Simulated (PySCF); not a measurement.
## LiBe: energy against distance

Set-up: basis Li jorge-DZP-DKH, Be jorge-DZP-DKH; spin-free X2C with a Gaussian nucleus; PySCF 2.14. Energies in eV from Li + Be in their ground configurations at the same level. State: ²Σ⁺ (doublet), unpaired electrons σ ↑.

```csv
R (Å),r²SCAN
2.245,-0.4290
2.350,-0.5231
2.454,-0.5762
2.533,-0.5956
2.611,-0.6015
2.689,-0.5969
2.794,-0.5788
2.924,-0.5436
3.081,-0.4913
3.290,-0.4162
```

Q: Put a parabola through the three lowest points of the r²SCAN curve and estimate Re, k and ωe (reduced mass 3.945 u; 1 eV/Å² = 0.16022 mdyn/Å; ωe = 1302.8·√(k/μ) cm⁻¹).

A: Through R = 2.533, 2.611, 2.689 Å the second-order coefficient is 0.863 eV/Å², so Re ≈ 2.616 Å, k ≈ 0.277 mdyn/Å and ωe ≈ 345 cm⁻¹. A polynomial fit of higher order to the unrounded r²SCAN energies gives Re = 2.612 Å, k = 0.270 mdyn/Å, ωe = 341 cm⁻¹; anharmonicity and rounding make the difference.

The higher-order fit for each curve: r²SCAN: Re = 2.612 Å, ωe = 341 cm⁻¹, De = 0.60 eV.

The state was picked by a PBE0 search and need not be the measured ground state.
